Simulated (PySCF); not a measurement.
Excitation energy of Cl+ by level of theory

Cl+ [Ne] 3s2 3p4 (3P) → Cl+ [Ne] 3s1 3p4 3d1 (high-spin determinant), as a difference of total energies. Computed with PySCF 2.14 in dyall-av3z (19s12p3d2f, 84 functions), with the spin-free X2C one-electron Hamiltonian (Gaussian nucleus). Correlated levels: valence: [Ne] frozen; virtual orbitals above 40 to 60 times the deepest correlated orbital energy dropped. The calculations carry no spin-orbit coupling.

| method | excitation energy (eV) |
| --- | --- |
| UHF | 25.705 |
| MP2 (valence) | 26.231 |
| SCS-MP2 (valence) | 26.393 |
| CCSD (valence) | 25.711 |
| CCSD(T) (valence) | 25.533 |

Problem. How much does correlation contribute at CCSD(T) (valence)?

Solution. 25.533 − (25.705) = -0.172 eV, measured against UHF.

The upper state lies above the first ionisation limit, where it may autoionise and the basis confines it.

The promoted electron is Rydberg-like, and one or two diffuse shells describe it only roughly, which tends to raise the upper state.

The coupled-cluster amplitudes are large for the upper state (T1 above 0.03 or a double amplitude above 0.15), so a single reference is strained.

The determinant of the upper state mixes LS terms, which raises its energy above the lowest term, most at the Hartree-Fock and MP2 levels.
